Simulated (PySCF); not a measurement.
C₂H₃, SMILES [CH2+][CH] (connectivity only; charge and spin as stated), charge +1, multiplicity 1.

Geometry: B3LYP-D3(BJ)/def2-TZVP.

Method: ωB97X/def2-TZVPD run with PySCF.

Symmetry labels are those of the subgroup C2v that the program uses (full group C2v).

Computed valence orbital energies around the gap with their symmetry:
```csv
orbital,symmetry,energy (eV)
HOMO−6,A1,-290.11
HOMO−5,A1,-287.70
HOMO−4,A1,-33.39
HOMO−3,A1,-27.21
HOMO−2,A1,-24.13
HOMO−1,B2,-23.16
HOMO,B1,-19.44
LUMO,B2,-8.51
LUMO+1,B1,-5.10
LUMO+2,A1,-2.63
LUMO+3,A1,-2.18
```
